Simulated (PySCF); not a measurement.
The numbers are results of PBE-D3(BJ)/def2-TZVP // PBE0-D3(BJ)/def2-SVP (PySCF), not measurements. All species are isolated molecules in the gas phase. One relaxed conformer stands for a flexible species; it need not be the lowest. Excitations are Tamm–Dancoff values on a coarser integration grid. The basis has no diffuse functions, so Rydberg states are missing or too high.

Reference species (SMILES): `c1ccc(cc1C=C)C(F)(F)F` (C–C–C–C torsion 180°) (neutral, multiplicity 1).

The T1 excitation (TDA) is 3.12 eV and the HOMO is -6.04 eV.

Changed species: `c1(ccc(C(F)(F)F)cc1)C=C` (C–C–C–C torsion 179°).

### Question
Give the shifts of the T1 excitation (TDA) and HOMO.

### Answer
the T1 excitation (TDA) falls by 0.05 eV, to 3.07 eV; the HOMO decreases by 0.05 eV, to -6.09 eV.
